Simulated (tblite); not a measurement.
Compound: C11H7P.
Atom-mapped SMILES: `[CH:1]#[C:2][c:3]1[cH:4][cH:5][p:6][c:7]2[cH:8][cH:9][cH:10][cH:11][c:12]12` (hydrogens: H13 on C1; H14 on C4; H15 on C5; H16 on C8; H17 on C9; H18 on C10; H19 on C11)

The geometry is computed with GFN2-xTB (gas phase).

(1) What internal coordinates does the optimisation give?

Answers

(1) 
| bond | length (pm) | order |
| --- | --- | --- |
| C1≡C2 | 120.2 | triple |
| C2–C3 | 141.4 | single |
| C3–C4 | 138.2 | aromatic |
| C4–C5 | 138.9 | aromatic |
| C5–P6 | 171.7 | aromatic |
| P6–C7 | 177.5 | aromatic |
| C7–C8 | 140.9 | aromatic |
| C8–C9 | 136.8 | aromatic |
| C9–C10 | 140.0 | aromatic |
| C10–C11 | 136.8 | aromatic |
| C11–C12 | 141.1 | aromatic |
| C3–C12 | 142.6 | aromatic |
| C7–C12 | 141.5 | aromatic |
| C1–H13 | 104.9 | single |
| C4–H14 | 108.3 | single |
| C5–H15 | 108.3 | single |
| C8–H16 | 108.2 | single |
| C9–H17 | 108.0 | single |
| C10–H18 | 108.0 | single |
| C11–H19 | 108.1 | single |

Orders are formal, as drawn. A selection of angles:
| angle | degrees |
| --- | --- |
| C2–C1–H13 | 179.1 |
| C1–C2–C3 | 177.8 |
| C2–C3–C4 | 117.6 |
| C2–C3–C12 | 119.4 |
| C4–C3–C12 | 123.0 |
| C3–C4–C5 | 124.3 |
| C3–C4–H14 | 117.5 |
| C5–C4–H14 | 118.3 |
| C4–C5–P6 | 125.9 |
| C4–C5–H15 | 117.8 |
| P6–C5–H15 | 116.3 |
| C5–P6–C7 | 100.4 |
| P6–C7–C8 | 116.3 |
| P6–C7–C12 | 124.8 |
| C8–C7–C12 | 118.9 |
| C7–C8–C9 | 121.5 |
| C7–C8–H16 | 118.0 |
| C9–C8–H16 | 120.5 |
| C8–C9–C10 | 119.7 |
| C8–C9–H17 | 120.5 |
| C10–C9–H17 | 119.8 |
| C9–C10–C11 | 120.2 |
| C9–C10–H18 | 119.6 |
| C11–C10–H18 | 120.2 |
| C10–C11–C12 | 121.4 |
| C10–C11–H19 | 120.5 |
| C12–C11–H19 | 118.1 |
| C3–C12–C11 | 120.1 |
| C3–C12–C7 | 121.6 |
| C7–C12–C11 | 118.3 |

The 11 C–C bonds span 1.202 Å (C1≡C2, drawn triple) to 1.426 Å (C3–C12, aromatic), a spread of 0.224 Å. The 12 heavy atoms lie in one plane (0.001 Å rms). The 2 C–P bonds span 1.717 Å (C5–P6, aromatic) to 1.775 Å (P6–C7, aromatic), a spread of 0.058 Å. Of the pairs four or more bonds apart, C2···H19 is among the closest relative to their van der Waals radii: 2.43 Å, 84 % of the sum of Bondi's values. The 6-membered ring C3–C4–C5–P6–C7–C12 has internal angles of 100.4° to 125.9° (sum 720°, against 720° for a flat polygon); it is planar, 0.00 Å rms from its mean plane, widest ring torsion 0°. The 6-membered ring C7–C8–C9–C10–C11–C12 has internal angles of 118.3° to 121.5° (sum 720°, against 720° for a flat polygon); it is planar, 0.00 Å rms from its mean plane, widest ring torsion 0°.

Point group: Cs (every atom within 0.08 Å of its image). Its GFN2-xTB frequencies are all real (lowest 76 cm⁻¹).
